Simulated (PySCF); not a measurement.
## Spinor energies of Hf⁶⁷⁺ (hafnium, charge +67)

Start: [He] 2s2 2p1; 2p3/2 filled at m_j = +3/2. Calculated with PySCF 2.14 in an uncontracted even-tempered set (16 s from 52 bohr⁻², ratio 2.4; 13 p from 68 bohr⁻², ratio 2.4; 5 d from 220 bohr⁻², ratio 2.6; 4 f from 330 bohr⁻², ratio 2.6): generalised Hartree-Fock with the X2C-1e Hamiltonian and a Gaussian nucleus; one run each with spin-orbit coupling (SO) screened by Boettger's factors, then bare. This is a chosen level, not necessarily the ground level.

| spinor shell | electrons | ε, screened SO (eV) | ε, bare SO (eV) | weight of nominal j (bare SO) | rms radius, bare SO (bohr) |
| --- | --- | --- | --- | --- | --- |
| 1s1/2 | 2 | -73403.4 | -73403.8 | 1.000 | 0.0214 |
| 2s1/2 | 2 | -17898.5 | -17898.6 | 1.000 | 0.0833 |
| 2p3/2 | 1 | -16393.9 | -16383.8 | 1.000 | 0.0765 |

```csv
quantity,screened SO,bare SO
E (hartree),-7499.00422,-7498.63515
M_J,3/2,3/2
⟨J²⟩,3.750,3.750
⟨L²⟩,2.000,2.000
⟨S²⟩,0.750,0.750
```

Each row is a mean over spinors that exchange with the open shell spreads, by up to 63.410 eV (2s1/2).

Breit and QED terms are absent; they matter most for the inner s and p1/2 levels.

Densities and radii are taken from the X2C orbitals without a picture-change correction, which distorts them close to the nucleus.
